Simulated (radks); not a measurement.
Q: A nucleus of charge 32.2 with 32 electrons, 32 electrons, occupied as [Ar] 3d10 4s2 4p2. Method: Dirac Kohn-Sham, PBEsol, spin-unpolarised, spherical densities, point nucleus; open shells are shared between the two j in proportion to 2j + 1; computed with a radial shooting solver on a logarithmic mesh with Libxc functionals.

Spin-orbit splittings of the eigenvalues, e(l+1/2) - e(l-1/2), with zeta = 2 splitting/(2l+1) and mean radii in bohr:

shell  occ.  splitting (eV)  zeta (eV)  <r> j=l-1/2  <r> j=l+1/2
2p        6               ?          ?       0.1800       0.1836
3p        6           4.420      2.947       0.6340       0.6447
3d       10          0.6124     0.2449       0.7208       0.7261
4p        2          0.2167     0.1444        2.694        2.745

Estimate the 2p splitting.

A: 32.73 eV (zeta = 21.82 eV).
